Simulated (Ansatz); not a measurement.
Geometry optimisation, UKS PBE-D4/def2-SVP (Ansatz 0.2.0).

input.yaml

```yaml
crystal:
  periodic: [false, false, false]
  atoms:
    - { symbol: Si, position_ang: [-0.1926, -0.3382, -0.4611] }
    - { symbol: As, position_ang: [0.8315, -0.18, 1.5792] }
    - { symbol: H, position_ang: [-1.6044, 0.3247, -0.3771] }
    - { symbol: H, position_ang: [-0.3095, -1.6904, -0.8766] }
    - { symbol: H, position_ang: [0.5526, 0.4191, -1.4993] }
    - { symbol: H, position_ang: [0.7644, 1.4007, 1.5888] }
magnetization:
  spin_polarized: true
  initial_magnetization: 1
basis:
  gaussian: { orbitals: def2-SVP }
hamiltonian:
  xc: pbe
  dispersion: d4
relax:
  f_tol: 0.015
  max_steps: 40
```

Command:

```bash
$ ansatz run input.yaml --threads 1 --pin off --max-ram 2048MiB --backend cpu --events-out ev --progress --plain --runs-dir out
```

Q: Where does it end, and by what steps?

A: It converged. After 4 steps the energy has fallen by 0.163 eV; As2 moved furthest, 0.08 Å.

| step | energy less start (eV) | largest force component (eV/Å) | accepted |
| --- | --- | --- | --- |
| 0 | 0.0000 | 1.971 | yes |
| 1 | -0.1377 | 0.515 | yes |
| 2 | -0.1617 | 0.073 | yes |
| 3 | -0.1630 | 0.018 | yes |
| 4 | -0.1630 | 0.008 | yes |

```xyz
6
Properties=species:S:1:pos:R:3
Si -0.217 -0.295 -0.471
As 0.875 -0.163 1.641
H -1.599 0.307 -0.400
H -0.339 -1.737 -0.880
H 0.564 0.445 -1.528
H 0.758 1.379 1.592
```

Whether the end is a true minimum wasn't checked by a vibrational analysis.

Run time: 17 s on 1 thread of AMD EPYC 7R43 64-Core Processor (Zen 3) (shared host), peak memory 0.14 GiB.
